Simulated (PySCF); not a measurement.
CH6Cl2OSi2, SMILES C[Si](Cl)(Cl)[SiH2]O. The structure is a stationary point at PBE0-D3(BJ)/def2-SVP. The structure was generated by enumeration, and PubChem lists no compound with its InChIKey, so it may never have been made. Other conformers were not sampled.

Computed equilibrium geometry at PBE0-D3(BJ)/def2-SVP (PySCF confirms it by a frequency run) as a Z-matrix (one conformer of several):
```
Si
C 1 1.8597
H 2 1.1005 1 110.33
H 2 1.1007 3 108.74 1 121.07
H 2 1.1008 3 108.81 4 118.38
Cl 1 2.0732 2 108.98 3 59.59
Cl 1 2.0936 2 107.51 3 -57.80
Si 1 2.3394 2 117.66 3 -172.08
O 8 1.6715 1 105.46 2 71.57
H 9 0.9642 8 114.25 1 45.79
H 8 1.4888 9 107.03 10 166.34
H 8 1.4958 11 109.64 9 -123.29
```
